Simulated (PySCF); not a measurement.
Which determinant of GaI lies lowest?

Unrestricted PBE0; basis Ga cc-pVDZ-PP with ECP10, I cc-pVDZ-PP with ECP28; scalar-relativistic core potentials; PySCF 2.14. Outer shells of the fragments: Ga 3d10 4s2 4p1; I 4d10 5s2 5p5.

Followed along the bond (rough minima from three points):

```
2Ms+1  unpaired  ⟨S²⟩ at the start  R at minimum (Å)  Te (eV)
    1      none               0.00              2.62     0.00
    3  σ ↑, π ↑               2.01              2.59     3.15
```

Solutions found at the starting distance of 2.515 Å, counted from the lowest of them; the search is not exhaustive and high or unbound solutions are not listed, so other states can lie among these:

| 2Ms+1 | unpaired | term | E (eV) | ⟨S²⟩ | ⟨Lz²⟩ | μ (D) |
| --- | --- | --- | --- | --- | --- | --- |
| 1 | none | ¹Σ⁺ | 0.00 | 0.00 | 0.00 | -2.08 |
| 3 | σ ↑, π ↑ | ³Π | 3.13 | 2.01 | 1.00 | -0.65 |
| 1 | σ ↑, π ↓ | mixed | 3.55 | 1.01 | 1.01 | -0.18 |
| 3 | π ↑↑ | mixed | 4.58 | 2.01 | 2.01 | 3.55 |
| 3 | π ↑↑ | mixed | 4.75 | 2.01 | 2.01 | 3.55 |
| 3 | σ ↑↑ | ³Σ⁺ | 5.30 | 2.00 | 0.00 | 0.19 |
| 3 | σ ↑, π ↑ | ³Π | 6.67 | 2.00 | 1.01 | 4.00 |

A term symbol is given only where ⟨S²⟩ and ⟨Lz²⟩ are close to those of a pure state; real π, δ and φ orbitals otherwise mix terms. A positive dipole means Ga(−)I(+).

Spin–orbit coupling is left out. Counting both spins, an empty level lies below a filled one in some of these solutions, because spin and occupation are held.
